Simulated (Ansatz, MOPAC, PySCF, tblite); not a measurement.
Bond stretch in CH (cation, charge +1), singlet.

Computed with: AM1, restricted, heats of formation (MOPAC); RHF/6-31G* = restricted Hartree-Fock/6-31G*, spherical d run with PySCF; GFN2-xTB, 300 K electronic temperature (tblite); FCI = Ansatz (an electronic-structure program) with full CI/aug-cc-pVDZ, frozen core.

Energies relative to the lowest point of each curve near equilibrium, in kJ/mol; the last columns give the difference from FCI:

| R / Å | AM1 | RHF/6-31G* | GFN2-xTB | FCI | AM1 − FCI | RHF/6-31G* − FCI | GFN2-xTB − FCI |
|---|---|---|---|---|---|---|---|
| 0.85 | 153.5 | 185.3 | 206.3 | 222.2 | -68.8 | -37.0 | -16.0 |
| 0.91 | 83.3 | 94.6 | 118.4 | 123.5 | -40.1 | -28.9 | -5.1 |
| 0.95 | 50.5 | 54.8 | 78.5 | 78.1 | -27.6 | -23.4 | 0.4 |
| 1.04 | 8.8 | 7.9 | 25.3 | 19.1 | -10.2 | -11.2 | 6.2 |
| 1.09 | 0.6 | 0.3 | 10.6 | 4.9 | -4.3 | -4.6 | 5.7 |
| 1.10 | 0.0 | 0.0 | 8.5 | 3.2 | -3.2 | -3.2 | 5.3 |
| 1.14 | 0.5 | 2.0 | 2.8 | 0.0 | 0.5 | 2.0 | 2.8 |
| 1.18 | 5.0 | 8.4 | 0.3 | 1.2 | 3.7 | 7.2 | -0.9 |
| 1.20 | 8.5 | 12.9 | 0.0 | 3.2 | 5.3 | 9.7 | -3.2 |
| 1.27 | 26.3 | 34.3 | 2.9 | 15.7 | 10.6 | 18.6 | -12.8 |
| 1.34 | 50.5 | 61.5 | 10.3 | 34.3 | 16.2 | 27.2 | -24.1 |
| 1.42 | 83.2 | 96.7 | 22.2 | 60.0 | 23.2 | 36.7 | -37.8 |
| 1.54 | 137.8 | 152.6 | 44.3 | 102.3 | 35.5 | 50.3 | -58.0 |
| 1.70 | 212.8 | 226.2 | 77.6 | 158.5 | 54.4 | 67.8 | -80.9 |
| 1.87 | 287.2 | 298.6 | 113.4 | 211.9 | 75.3 | 86.7 | -98.5 |
| 2.06 | 358.4 | 370.8 | 150.4 | 260.9 | 97.5 | 109.9 | -110.5 |
| 2.28 | 424.8 | 443.2 | 186.0 | 303.6 | 121.2 | 139.6 | -117.5 |
| 2.51 | 478.2 | 506.4 | 213.4 | 334.3 | 143.8 | 172.1 | -120.9 |
| 2.82 | 527.9 | 573.8 | 235.9 | 359.2 | 168.7 | 214.5 | -123.4 |
| 3.05 | 552.1 | 612.2 | 244.5 | 369.5 | 182.6 | 242.6 | -125.0 |
| 3.48 | 579.3 | 662.9 | — | 378.7 | 200.7 | 284.3 | — |
| 3.93 | 593.9 | 694.6 | — | 382.0 | 211.9 | 312.6 | — |
| 4.59 | 604.3 | 717.7 | — | 383.6 | 220.7 | 334.1 | — |

AM1 is furthest from FCI at 4.59 (220.7 kJ/mol, above); its mean absolute difference over the points is 75.0 kJ/mol.

RHF/6-31G* is furthest from FCI at 4.59 (334.1 kJ/mol, above); its mean absolute difference over the points is 96.7 kJ/mol.

GFN2-xTB is furthest from FCI at 3.05 (-125.0 kJ/mol, below); its mean absolute difference over the points is 47.8 kJ/mol.

A dash means that the run gave no value there, or that the column was ended at a point which the program doubted or which failed a test of continuity chosen for this set; such a test can also cut sound points.

The restricted form behind AM1, RHF/6-31G* keeps the bonding electrons paired and can't separate into open-shell fragments.
